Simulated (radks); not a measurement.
These are the eigenvalues of the occupied orbitals of an atom or ion with whole-number occupations (eV). Method: Dirac Kohn-Sham, PBE, spin-unpolarised, spherical densities, point nucleus; computed with a radial shooting solver on a logarithmic mesh with Libxc functionals.

| orbital | eigenvalue |
|---|---|
| 1s1/2 | -2509.065 |
| 2s1/2 | -296.0595 |
| 2p1/2 | -244.0833 |
| 2p3/2 | -242.7128 |
| 3s1/2 | -71.8311 |
| 3d3/2 | -40.6397 |
| 3d5/2 | -40.6240 |

Which element is it, and in what charge state? The configuration may be excited. Open shells, if any, are shared by 2j + 1.

Answer. Z = 16, sulfur, charge +4: S4+ in [He] 2s2 2p5 3s2 3d1. The list shows which subshells hold electrons but not how many an open one holds; the 1s level, -92.206 hartree, gives Z - s = 13.6 by -(Z - s)^2/2, which with screening and relativity narrows Z to a few neighbours, and the depths of the outer levels then fix element, charge and occupations together.
